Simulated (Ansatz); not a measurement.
One change: `OC#C[SeH]` becomes `OC#CO`.

Ansatz, PBE0-D4/def2-TZVP geometries, multiplicity 1. Each molecule was computed in one conformer, which needn't be the lowest.

Scalar relativity is left out up to krypton. Spin–orbit coupling is left out; it splits and shifts lone-pair levels of the heavy atoms by tenths of an eV.

| property | `OC#C[SeH]` |
| --- | --- |
| size of the dipole moment (ωB97M-V/def2-TZVPP) / D | 1.90 |
| HOMO energy (PBE/def2-TZVPP) / eV | -5.29 |
| HOMO energy (B3LYP/def2-TZVPP) / eV | -6.21 |
| LUMO energy (ωB97M-V/def2-TZVPP) / eV | 1.80 |
| HOMO energy (PBE0/def2-TZVPP) / eV | -6.43 |
| ideal-gas entropy at 298 K and 1 bar (rigid rotor, harmonic PBE0-D4/def2-TZVP) / J/(mol·K) | 308 |

Problem. What does the change do to each property? (Best estimate.)

Solution. Computed: 
| property | `OC#CO` | shift |
| --- | --- | --- |
| size of the dipole moment (ωB97M-V/def2-TZVPP) / D | 2.02 | 0.12 |
| HOMO energy (PBE/def2-TZVPP) / eV | -5.46 | -0.17 |
| HOMO energy (B3LYP/def2-TZVPP) / eV | -6.59 | -0.38 |
| LUMO energy (ωB97M-V/def2-TZVPP) / eV | 2.13 | 0.33 |
| HOMO energy (PBE0/def2-TZVPP) / eV | -6.81 | -0.38 |
| ideal-gas entropy at 298 K and 1 bar (rigid rotor, harmonic PBE0-D4/def2-TZVP) / J/(mol·K) | 274 | -34 |

With PBE0 the HOMO falls by 0.38 eV and the LUMO rises by 0.63 eV, so the gap widens by about 1.01 eV. PBE moves the HOMO by -0.17 eV and ωB97M-V by -0.55 eV. Dipoles are sizes alone; their direction can turn.

B3LYP here is the variant with VWN-RPA as its local correlation; programs differ in this.
